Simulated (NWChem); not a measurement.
# C2H4FNOSi; SMILES C(=N\[SiH2]F)/C=O

```xyz
10

O     -0.5609    -3.2684    -0.0001
C      0.2370    -2.3564     0.0010
C     -0.1870    -0.9140     0.0006
N      0.6972    -0.0007     0.0005
Si     0.4487     1.7220    -0.0004
F     -1.1198     2.1110    -0.0006
H      1.3358    -2.5086     0.0022
H     -1.2753    -0.7504     0.0002
H      1.0766     2.2505    -1.2311
H      1.0766     2.2519     1.2298
```
Atoms are numbered in this order, from 1.

Results from NWChem. The geometry was optimised at B3LYP/6-31G* (spherical d). Atomic charges in e: unrestrained fits to the electrostatic potential beside Mulliken populations; buried atoms are poorly determined by the fit.

### Question
Predict the results for B3LYP/def2-SVP. Quantities: ESP O1; Mulliken O1; ESP C2; Mulliken C2; ESP C3; Mulliken C3; ESP N4; Mulliken N4; ESP Si5; Mulliken Si5; relative RMS misfit of the potential (%).

### Answer
| Quantity | Result |
|---|---|
| ESP O1 | -0.41 |
| Mulliken O1 | -0.18 |
| ESP C2 | 0.36 |
| Mulliken C2 | 0.18 |
| ESP C3 | 0.37 |
| Mulliken C3 | 0.03 |
| ESP N4 | -0.63 |
| Mulliken N4 | -0.27 |
| ESP Si5 | 0.95 |
| Mulliken Si5 | 0.77 |
| relative RMS misfit of the potential (%) | 30 |
